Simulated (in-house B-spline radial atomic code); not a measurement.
## Binding energies in Rh⁸⁺

NIST's tabulated ground configuration is [Kr] 4d1; each binding energy is the energy of the ion with one electron taken from that subshell, relaxed, less that of the parent. Computed with a B-spline radial code for spherical atoms: Dirac-Hartree-Fock, average of configuration, Fermi nucleus of rms radius 4.4945 fm. Energies include first-order Breit, QED and recoil terms.

```json
{"subshell": "1s", "X-ray name": "K", "binding energy (eV)": "23378.2", "-ε (eV)": "23500.8", "relaxation (eV)": "54.3"}
{"subshell": "2s", "X-ray name": "L1", "binding energy (eV)": "3578.6", "-ε (eV)": "3610.7", "relaxation (eV)": "25.4"}
{"subshell": "2p1/2", "X-ray name": "L2", "binding energy (eV)": "3308", "-ε (eV)": "3342.9", "relaxation (eV)": "28.4"}
{"subshell": "2p3/2", "X-ray name": "L3", "binding energy (eV)": "3165.4", "-ε (eV)": "3197.5", "relaxation (eV)": "27.5"}
{"subshell": "3s", "X-ray name": "M1", "binding energy (eV)": "787", "-ε (eV)": "795.1", "relaxation (eV)": "7.1"}
{"subshell": "3p1/2", "X-ray name": "M2", "binding energy (eV)": "680.7", "-ε (eV)": "689.0", "relaxation (eV)": "7.4"}
{"subshell": "3p3/2", "X-ray name": "M3", "binding energy (eV)": "655.4", "-ε (eV)": "663.0", "relaxation (eV)": "7.1"}
{"subshell": "4s", "X-ray name": "N1", "binding energy (eV)": "228.8", "-ε (eV)": "229.9", "relaxation (eV)": "0.9"}
{"subshell": "4p1/2", "X-ray name": "N2", "binding energy (eV)": "190.7", "-ε (eV)": "191.7", "relaxation (eV)": "0.9"}
{"subshell": "4p3/2", "X-ray name": "N3", "binding energy (eV)": "186", "-ε (eV)": "186.9", "relaxation (eV)": "0.8"}
{"subshell": "4d", "X-ray name": "N4,5", "binding energy (eV)": "133.8", "-ε (eV)": "134.3", "relaxation (eV)": "0.5"}
```

Relaxation = -ε minus the binding energy without Breit, QED and recoil terms.

Emission lines follow as differences of binding energies, with λ = 12398.42 eV·Å / E:

| line | holes | energy (eV) | wavelength (Å) |
| --- | --- | --- | --- |
| K-L3 | 1s → 2p3/2 | 20212.8 | 0.61339 |
| K-L2 | 1s → 2p1/2 | 20070.2 | 0.61775 |
| K-M3 | 1s → 3p3/2 | 22722.8 | 0.54564 |
| L1-M3 | 2s → 3p3/2 | 2923.2 | 4.2414 |
| L3-M1 | 2p3/2 → 3s | 2378.4 | 5.2129 |

Question: What screening constant σ does Moseley's law, E = (3/4)·13.6057 eV·(Z - σ)², need for K-L3?

Answer: σ = 0.49.

Moseley's non-relativistic formula needs a falling, then negative, screening constant for heavy elements, because relativity binds the 1s electron more strongly than the formula allows.

Question: What does it cost to remove both a 3s and a 3p3/2 electron?

Answer: 1484.8 eV, which is 42.42 eV more than the two single binding energies together.

Question: What does it cost to remove both a 2s and a 3p3/2 electron?

Answer: 4292.1 eV, which is 58.01 eV more than the two single binding energies together.

Question: What does it cost to remove both a 3p1/2 and a 4p3/2 electron?

Answer: 893.85 eV, which is 27.12 eV more than the two single binding energies together.
